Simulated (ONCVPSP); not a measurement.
# u(r) = r·R(r): atom against pseudo-atom (Mn)

Columns: radius, all-electron u(r) and pseudo u(r) of the 3d shell (level -7.59 eV) of manganese in the configuration [Ne] 3s2 3p6 3d5 4s1.5 4p0.5; PBE, scalar-relativistic, ONCV scheme, ONCVPSP 4.0.1.

```json
{"r (bohr)": "0.072", "all-electron": "0.0269", "pseudo": "0.0064"}
{"r (bohr)": "0.145", "all-electron": "0.1319", "pseudo": "0.0483"}
{"r (bohr)": "0.217", "all-electron": "0.2810", "pseudo": "0.1448"}
{"r (bohr)": "0.290", "all-electron": "0.4391", "pseudo": "0.2957"}
{"r (bohr)": "0.362", "all-electron": "0.5788", "pseudo": "0.4732"}
{"r (bohr)": "0.435", "all-electron": "0.6938", "pseudo": "0.6492"}
{"r (bohr)": "0.507", "all-electron": "0.7793", "pseudo": "0.7899"}
{"r (bohr)": "0.580", "all-electron": "0.8390", "pseudo": "0.8832"}
{"r (bohr)": "0.652", "all-electron": "0.8742", "pseudo": "0.9269"}
{"r (bohr)": "0.725", "all-electron": "0.8900", "pseudo": "0.9337"}
{"r (bohr)": "0.798", "all-electron": "0.8904", "pseudo": "0.9180"}
{"r (bohr)": "0.870", "all-electron": "0.8792", "pseudo": "0.8926"}
{"r (bohr)": "0.942", "all-electron": "0.8597", "pseudo": "0.8644"}
{"r (bohr)": "1.015", "all-electron": "0.8342", "pseudo": "0.8351"}
{"r (bohr)": "1.088", "all-electron": "0.8047", "pseudo": "0.8047"}
{"r (bohr)": "1.160", "all-electron": "0.7733", "pseudo": "0.7733"}
{"r (bohr)": "1.232", "all-electron": "0.7407", "pseudo": "0.7406"}
{"r (bohr)": "1.305", "all-electron": "0.7071", "pseudo": "0.7070"}
{"r (bohr)": "1.378", "all-electron": "0.6737", "pseudo": "0.6736"}
{"r (bohr)": "1.450", "all-electron": "0.6412", "pseudo": "0.6412"}
{"r (bohr)": "1.522", "all-electron": "0.6096", "pseudo": "0.6096"}
{"r (bohr)": "1.595", "all-electron": "0.5786", "pseudo": "0.5786"}
{"r (bohr)": "1.668", "all-electron": "0.5488", "pseudo": "0.5487"}
{"r (bohr)": "1.740", "all-electron": "0.5206", "pseudo": "0.5206"}
{"r (bohr)": "1.812", "all-electron": "0.4937", "pseudo": "0.4936"}
{"r (bohr)": "1.885", "all-electron": "0.4677", "pseudo": "0.4676"}
```

Problem. How many radial nodes do the two functions have?

Solution. The all-electron 3d function has n − l − 1 = 0; the pseudo-wave has 0.

Problem. At about which radius was the pseudo-wave matched?

Solution. 1.15 bohr, where the columns begin to agree (steps of 0.07 bohr).

Problem. Where does each function peak?

Solution. Outermost all-electron maximum near 0.80 bohr, pseudo maximum near 0.72 bohr (to the table’s step).

Problem. Is the pseudo-wave norm-conserving?

Solution. Yes: the ONCV scheme keeps the norm inside the radius equal to the all-electron one, which fixes the energy derivative of the logarithmic derivative at the level.
